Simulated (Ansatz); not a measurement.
Process, species as SMILES: Br[SiH](Br)Br [tribromosilane] -> Br[Si-](Br)Br + H+
Geometries: B3LYP-D3(BJ)/def2-TZVP minima from Ansatz (a quantum-chemistry and plane-wave program). Frequencies are from Ansatz.

Quantity: gas-phase deprotonation energy (0 K, with B3LYP-D3(BJ) harmonic zero-point energies), in kJ/mol. Valence correlation only, unless marked. No spin-orbit coupling. The frozen core is the preceding noble-gas configuration, with the filled d and f shells of earlier blocks. Non-relativistic. Anions need diffuse functions: def2-D sets add few; the other sets have none. CBS marks a two-point X^-3 extrapolation of the correlation energy; Hartree-Fock from the larger set.

| level | program | gas-phase deprotonation energy (kJ/mol) |
|---|---|---|
| r2SCAN-D3(BJ)/def2-TZVPD | Ansatz + dftd3 | 1373.5 |
| r2SCAN-D4/def2-TZVPD | Ansatz + dftd4 | 1373.2 |
| HSE06-D3(BJ)/def2-TZVPD | Ansatz + dftd3 | 1367.8 |
| CAM-B3LYP/def2-TZVPD | Ansatz | ___ |
| LC-wPBE-D3(BJ)/def2-TZVPD | Ansatz + dftd3 | 1401.1 |
| LC-wPBE-D4/def2-TZVPD | Ansatz + dftd4 | 1400.1 |
| RPA@PBE/def2-TZVPP | Ansatz | 1403.7 |
| SCS-MP2/STO-3G | Ansatz | 1753.4 |
| SCS-MP2/def2-QZVPPD | Ansatz | 1389.6 |
| CCSD/def2-SVP | Ansatz | 1404.9 |
| CCSD(T)/CBS(def2-TZVPPD,def2-QZVPPD) | Ansatz | ___ |

Complete the blanks.


- CAM-B3LYP/def2-TZVPD, gas-phase deprotonation energy (kJ/mol): 1364.4
- CCSD(T)/CBS(def2-TZVPPD,def2-QZVPPD), gas-phase deprotonation energy (kJ/mol): 1376.6
